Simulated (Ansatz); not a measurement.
Br₃FGe (`[F][Ge]([Br])([Br])[Br]`). The species carries charge 0 and has multiplicity 1. Geometry: relaxed with PBE0-D4/def2-TZVP.

```xyz
5

F     0.934   -0.730   -1.322
Ge    0.031   -0.024   -0.044
Br    1.100   -0.530    1.890
Br   -2.047   -0.928   -0.112
Br   -0.017    2.212   -0.413
```

**Question.** What is the dipole moment at r2SCAN/def2-TZVPP? (An estimate is asked.)

**Answer.** Ansatz gave: 1.09 D, with components (-0.57, 0.45, 0.81) D in this frame, pointing from negative to positive charge.

**Question.** And with PBE, B3LYP, ωB97M-V? (Best estimate.)

**Answer.** The calculation gave: PBE 1.06 D, B3LYP 1.16 D, ωB97M-V 1.14 D.

**Question.** Give the Mulliken charges with r2SCAN, ωB97M-V, B3LYP in def2-TZVPP. (Estimate.)

**Answer.** Ansatz gave: 
```tsv
atom	r2SCAN	ωB97M-V	B3LYP
F1	-0.33	-0.33	-0.34
Ge2	0.94	0.85	0.93
Br3	-0.20	-0.17	-0.20
Br4	-0.20	-0.17	-0.20
Br5	-0.20	-0.17	-0.20
```

B3LYP here is the variant with VWN-RPA as its local correlation; programs differ in this.
